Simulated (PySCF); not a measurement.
## HAlCl, SMILES `[AlH][Cl]` (charge 0, multiplicity 2)

Method: TPSSh-D3(BJ)/def2-TZVP (PySCF 2.14.0).

```yaml
highest_occupied_spin_orbital: -5.66 eV
dipole_moment: 1.49 D
total_energy: -703.3005 Ha
cost: around 70 core-seconds (rough)
```

Bonded distances (Å): Al1–Cl2 2.120, Al1–H3 1.601. Bond angles (°): Cl2–Al1–H3 115.2.
Charge 0, spin multiplicity 2.
